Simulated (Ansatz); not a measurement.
Cost and result up the ladder for SiB7 (8 atoms). The state is a doublet with charge 0. Geometry: PBE-D4/def2-SVP.

```xyz
8

B    -0.908   -1.042    1.096
B    -1.240    0.693   -1.045
B     1.671    0.041    0.787
B     0.197    1.295   -1.266
B     1.483    1.017   -0.419
B     0.620   -0.907    1.454
B     0.108   -0.101   -0.099
Si   -1.931   -0.997   -0.507
```

Ansatz on 4 threads of Arm Neoverse V1 on a shared host. Times are rough, and most runs start from the orbitals of an earlier one. ωB97M-V/def2-TZVP serves as the yardstick here, not as an exact answer. Differences are given only for rows in sets of like size (and for xTB, whose basis is part of the method), since another set adds its own error. Binding counts from free atoms at the same level (B doublet, Si triplet; other spins of the atoms weren't run), without zero-point energy or a counterpoise term.

B3LYP takes the VWN-RPA correlation. Correlated methods freeze 12 core orbitals. The rows differ in basis, and correlated rows in double-zeta sets carry the largest basis error. In CCSD on the charge 0 doublet the largest single amplitude is 0.29, so its Hartree–Fock determinant may place the open shell otherwise than the density functionals do. The structure comes from a short search, and lower isomers may exist.

Run but left out: MP2/def2-TZVP (⟨S²⟩ 1.26, where a pure state has 0.75); HF/6-31G (a determinant that CCSD turns far, T1 0.052).

Correlated methods converge slowly with the basis, most of all in double-zeta sets.

| level | functions | wall time |
| --- | --- | --- |
| B3LYP-D4/6-31G | 76 | 1.9 s |
| PBE-D4/def2-SVP | 116 | 2.2 s |
| PBE0-D4/def2-SVP | 116 | 3 s |
| PBE-D4/def2-TZVP | 254 | 6 s |
| BLYP-D4/def2-TZVP | 254 | 7 s |
| PBE-D4/def2-TZVPD | 302 | 10 s |
| RPA@PBE/def2-TZVP | 254 | 10 s |
| PBE0-D4/def2-TZVP (with forces) | 254 | 12 s |
| r2SCAN-D4/def2-TZVP | 254 | 13 s |
| BHLYP-D4/def2-TZVP | 254 | 21 s |
| CCSD(T)/def2-SVP | 116 | 26 s |
| PBE0-D4/def2-TZVPD | 302 | 29 s |
| ωB97M-V/def2-TZVP | 254 | 59 s |
| BHLYP-D4/def2-TZVPD | 302 | 79 s |

(1) Estimate what each level gives for the binding energy per atom (eV).

Results:

(1) 
| level | binding energy per atom (eV) | difference from ωB97M-V/def2-TZVP (eV) | remarks |
| --- | --- | --- | --- |
| B3LYP-D4/6-31G | 4.11 | – | – |
| PBE-D4/def2-SVP | 4.74 | – | – |
| PBE0-D4/def2-SVP | 4.61 | – | – |
| PBE-D4/def2-TZVP | 4.67 | 0.38 | – |
| BLYP-D4/def2-TZVP | 4.31 | 0.03 | – |
| PBE-D4/def2-TZVPD | 4.67 | 0.38 | – |
| RPA@PBE/def2-TZVP | 3.75 | -0.54 | – |
| PBE0-D4/def2-TZVP (with forces) | 4.52 | 0.23 | – |
| r2SCAN-D4/def2-TZVP | 4.55 | 0.26 | – |
| BHLYP-D4/def2-TZVP | 4.08 | -0.21 | – |
| CCSD(T)/def2-SVP | 4.07 | – | large T1 (0.052), spin-contaminated (⟨S²⟩ 1.11) |
| PBE0-D4/def2-TZVPD | 4.52 | 0.23 | – |
| ωB97M-V/def2-TZVP | 4.29 | 0.00 | – |
| BHLYP-D4/def2-TZVPD | 4.08 | -0.21 | – |
